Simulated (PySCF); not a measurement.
AlBr₃ (SMILES [Br][Al]([Br])[Br]), singlet, geometry from GFN2-xTB (such geometries of metal compounds can be far from the true shape); PySCF with DF-B97M-V/STO-3G.

Here is a job for PySCF.
```python
from pyscf import gto, scf, dft

mol = gto.Mole()
mol.atom = '''
    Al   -0.00000000   -0.00000000    0.00000000
    Br   -1.79907489   -1.33890033   -0.10448629
    Br   -0.01545118    1.98485471   -1.04897808
    Br    1.81452607   -0.64595437    1.15346437
'''
mol.basis = 'sto-3g'
mol.verbose = 4
mol.build()

mf = dft.RKS(mol)
mf.xc = 'b97m_v'
mf = mf.density_fit(auxbasis='def2-universal-jkfit')
mf.kernel()
```

What the program printed (banner, timings and long lists left out):

```
PySCF version 2.14.0

[INPUT] verbose = 4
[INPUT] num. atoms = 4
[INPUT] num. electrons = 118
[INPUT] charge = 0
[INPUT] spin (= nelec alpha-beta = 2S) = 0
[INPUT] symmetry False subgroup None
[INPUT] Mole.unit = angstrom
[INPUT] Symbol           X                Y                Z      unit          X                Y                Z       unit  Magmom
[INPUT]  1 Al     0.000000000000   0.000000000000   0.000000000000 AA    0.000000000000   0.000000000000   0.000000000000 Bohr   0.0
[INPUT]  2 Br    -1.799074890000  -1.338900330000  -0.104486290000 AA   -3.399758819682  -2.530154931790  -0.197450471872 Bohr   0.0
[INPUT]  3 Br    -0.015451180000   1.984854710000  -1.048978080000 AA   -0.029198498501   3.750831798953  -1.982281281872 Bohr   0.0
[INPUT]  4 Br     1.814526070000  -0.645954370000   1.153464370000 AA    3.428957318183  -1.220676848266   2.179731753744 Bohr   0.0

nuclear repulsion = 821.859868667177
number of shells = 29
number of NR pGTOs = 189
number of NR cGTOs = 63
basis = sto-3g
ecp = {}

******** <class 'pyscf.df.df_jk.DFRKS'> ********
method = DFRKS
initial guess = minao
damping factor = 0
level_shift factor = 0
DIIS = <class 'pyscf.scf.diis.CDIIS'>
diis_start_cycle = 1
diis_space = 8
diis_damp = 0
SCF conv_tol = 1e-09
SCF conv_tol_grad = None
SCF max_cycles = 50
direct_scf = False
XC library pyscf.dft.libxc version 7.1.2
    S. Lehtola, C. Steigemann, M. J. T. Oliveira, and M. A. L. Marques,  SoftwareX 7, 1–5 (2018)
XC functionals = b97m_v
    N. Mardirossian and M. Head-Gordon,  J. Chem. Phys. 142, 074111 (2015)
radial grids:
    Treutler-Ahlrichs [JCP 102, 346 (1995); DOI:10.1063/1.469408] (M4) radial grids

becke partition: Becke, JCP 88, 2547 (1988); DOI:10.1063/1.454033
pruning grids: <function nwchem_prune>
grids dens level: 3
symmetrized grids: False
atomic radii adjust function: <function treutler_atomic_radii_adjust>
** Following is NLC and NLC Grids **
NLC functional = b97m_v
radial grids:
    Treutler-Ahlrichs [JCP 102, 346 (1995); DOI:10.1063/1.469408] (M4) radial grids

becke partition: Becke, JCP 88, 2547 (1988); DOI:10.1063/1.454033
pruning grids: <function nwchem_prune>
grids dens level: 3
symmetrized grids: False
atomic radii adjust function: <function treutler_atomic_radii_adjust>
small_rho_cutoff = 0
Set gradient conv threshold to 3.16228e-05
Initial guess from minao.
tot grids = 80456
tot grids = 80456
init E= -7866.72787219503
  HOMO = -0.707911130184493  LUMO = -0.362003709540928  gap/eV = 9.41262
cycle= 1 E= -7876.95864248471  delta_E= -10.2  |g|=  0.6  |ddm|= 2.44
  HOMO = -0.149835800118304  LUMO = -0.0410685798398074  gap/eV = 2.95971
cycle= 2 E= -7876.73763069305  delta_E= 0.221  |g|= 0.967  |ddm|= 3.11
  HOMO = -0.166480525011355  LUMO = 0.0601389745084729  gap/eV = 6.16663
cycle= 3 E= -7877.14820904909  delta_E= -0.411  |g|= 0.0166  |ddm|= 1.92
  HOMO = -0.169255279125788  LUMO = 0.0565160039484353  gap/eV = 6.14355
cycle= 4 E= -7877.14833297131  delta_E= -0.000124  |g|= 0.00259  |ddm|= 0.0398
  HOMO = -0.169397421349157  LUMO = 0.0568225118030623  gap/eV = 6.15576
cycle= 5 E= -7877.14833672591  delta_E= -3.75e-06  |g|= 0.000156  |ddm|= 0.00681
  HOMO = -0.169397428180649  LUMO = 0.0568071021058041  gap/eV = 6.15534
cycle= 6 E= -7877.14833673917  delta_E= -1.33e-08  |g|= 5.35e-06  |ddm|= 0.000375
  HOMO = -0.169396772405474  LUMO = 0.0568071613495536  gap/eV = 6.15532
cycle= 7 E= -7877.14833673918  delta_E= -1.27e-11  |g|= 1.88e-06  |ddm|= 1.95e-05
  HOMO = -0.169396713131413  LUMO = 0.0568070363457421  gap/eV = 6.15532
Extra cycle  E= -7877.14833673919  delta_E= -3.64e-12  |g|= 1.58e-06  |ddm|= 1.19e-05
converged SCF energy = -7877.14833673919
```
